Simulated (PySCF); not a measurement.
**Dipole response of Pd²⁺ (palladium, charge +2)**

[Kr] 4d8, high-spin 3F determinant. All numbers are calculated (PySCF 2.14, scalar relativity by spin-free X2C-1e, in x2c-QZVPPall with one added diffuse shell each of s, p, d, f, g type (14s9p8d5f3g, 143 functions)). Coupled (time-dependent) response in atomic units; α is the mean over directions.

```
method  mean α (bohr³)  C₆ (like pair)  S(−4)
   UHF           6.071           31.62  8.041
```

S(−4) is the Cauchy moment in α(ω) = α(0) + S(−4) ω² + …

Spin-orbit coupling is absent.

α(iu) at UHF:

```json
{"u (hartree)": "0", "α(iu) (bohr³)": "6.071"}
{"u (hartree)": "0.0500", "α(iu) (bohr³)": "6.051"}
{"u (hartree)": "0.100", "α(iu) (bohr³)": "5.993"}
{"u (hartree)": "0.200", "α(iu) (bohr³)": "5.778"}
{"u (hartree)": "0.300", "α(iu) (bohr³)": "5.472"}
{"u (hartree)": "0.500", "α(iu) (bohr³)": "4.774"}
{"u (hartree)": "0.750", "α(iu) (bohr³)": "3.967"}
{"u (hartree)": "1.00", "α(iu) (bohr³)": "3.309"}
{"u (hartree)": "1.50", "α(iu) (bohr³)": "2.364"}
{"u (hartree)": "2.00", "α(iu) (bohr³)": "1.748"}
{"u (hartree)": "3.00", "α(iu) (bohr³)": "1.045"}
{"u (hartree)": "5.00", "α(iu) (bohr³)": "0.4844"}
```

For an ion, C₆ is the dispersion term alone; charge-induced terms of lower order in 1/R come first.
